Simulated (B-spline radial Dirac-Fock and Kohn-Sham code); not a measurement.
Calculated with a radial atomic solver, using multi-electron Dirac-Fock with separately optimised hole states, Breit and Lamb-shift corrections added in first order. Free neutral atoms.

Q: Order these X-ray lines by photon energy, lowest first.
A. Pd Mζ2
B. V Lβ6
C. Cd Mζ1
D. Pd Mγ
E. Sc Lγ5
F. Ti Lβ4

A: A (281.5 eV), C (333.1 eV), E (409.5 eV), B (519.9 eV), F (528.6 eV), D (533.2 eV).
